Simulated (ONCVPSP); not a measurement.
**u(r) = r·R(r): atom against pseudo-atom (P (Z = 15))**

Columns: radius, all-electron u(r) and pseudo u(r) of the 3p shell (level -14.23 eV) of phosphorus in the configuration [Ne] 3s2 3p2; PBE, non-relativistic, ONCV scheme, ONCVPSP 4.0.1.

```csv
r (bohr),all-electron,pseudo
0.085,-0.1158,0.0043
0.170,-0.2570,0.0171
0.255,-0.3236,0.0384
0.340,-0.3161,0.0679
0.425,-0.2557,0.1048
0.510,-0.1640,0.1483
0.595,-0.0568,0.1970
0.680,0.0547,0.2496
0.765,0.1633,0.3047
0.850,0.2648,0.3611
0.935,0.3566,0.4178
1.020,0.4376,0.4735
1.105,0.5077,0.5268
1.190,0.5672,0.5761
1.275,0.6164,0.6198
1.360,0.6557,0.6567
1.445,0.6856,0.6858
1.530,0.7070,0.7070
1.615,0.7207,0.7207
1.700,0.7276,0.7276
1.785,0.7284,0.7284
1.870,0.7241,0.7241
1.955,0.7153,0.7153
2.040,0.7028,0.7028
2.125,0.6873,0.6873
2.210,0.6692,0.6692
```

Question: How many radial nodes do the two functions have?

Answer: The all-electron 3p function has n − l − 1 = 1; the pseudo-wave has 0, since the states of the same l below it are removed with the core.

Question: At about which radius was the pseudo-wave matched?

Answer: 1.70 bohr. The columns agree to 0.0005 from 1.45 bohr on; several derivatives are matched, so the curves merge somewhat inside the radius.

Question: Is the pseudo-wave norm-conserving?

Answer: Yes: the ONCV scheme keeps the norm inside the radius equal to the all-electron one, which fixes the energy derivative of the logarithmic derivative at the level.
